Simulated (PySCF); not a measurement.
Rapidly exchanging positions averaged, one conformer, gas phase, no relativistic terms. GFN2-xTB geometry; σ from GIAO-PBE0/pcSseg-1; PySCF.

Referencing at the same level of theory: 1H (σ = 31.72 ppm) and 13C (σ = 186.93 ppm) against TMS. Shifts are as computed. Against solution values, carbons near 30 ppm lie about +3 ppm off and those near 130 ppm about +5 ppm. Of 1211 compounds with measured shifts, 218 miss one by over three times the rms of a fit or turn the order of signals round; such compounds aren't used in these exercises. OH and NH positions are gas-phase values without hydrogen bonding to other molecules.

Q: Order these molecules by the shift of their most deshielded carbon-bound hydrogen, lowest δ first.
A. Cc1cnn(C2CCC2)n1
B. N#C[SiH]1CNC1
C. O=C1C[C@@H](F)O1
D. C=C[C@@H]1CC(=O)[C@@H](C)CC1=O

A: B (3.88 ppm, hydrogen on an sp3 CH2 bonded to N and Si), D (5.85 ppm, hydrogen on a terminal =CH2 carbon), C (6.28 ppm, hydrogen on an sp3 CH bonded to F and O), A (7.57 ppm, hydrogen on an aromatic CH next to a ring nitrogen).

Q: Order these molecules by the shift of their most deshielded carbon, lowest δ first.
A. N#C[SiH]1CNC1
B. Cc1cnn(C2CCC2)n1
C. O=C1C[C@@H](F)O1
D. C=C[C@@H]1CC(=O)[C@@H](C)CC1=O

A: A (124.4 ppm, nitrile carbon), B (146.7 ppm, substituted aromatic carbon next to a ring nitrogen), C (167.6 ppm, ester carbonyl carbon), D (217.6 ppm, ketone carbonyl carbon).

Q: How many 13C and 1H signals does each give (equivalence by symmetry and fast rotation, but not about amide C–N or C=N bonds)? `N#C[SiH]1CNC1`, `FCC#CC(F)(F)F`, `Cc1cnn(C2CCC2)n1`, `O=C1C[C@@H](F)O1`, `C=C[C@@H]1CC(=O)[C@@H](C)CC1=O`

A: N#C[SiH]1CNC1: 2 C, 4 H; FCC#CC(F)(F)F: 4 C, 1 H; Cc1cnn(C2CCC2)n1: 6 C, 7 H; O=C1C[C@@H](F)O1: 3 C, 3 H; C=C[C@@H]1CC(=O)[C@@H](C)CC1=O: 9 C, 10 H.
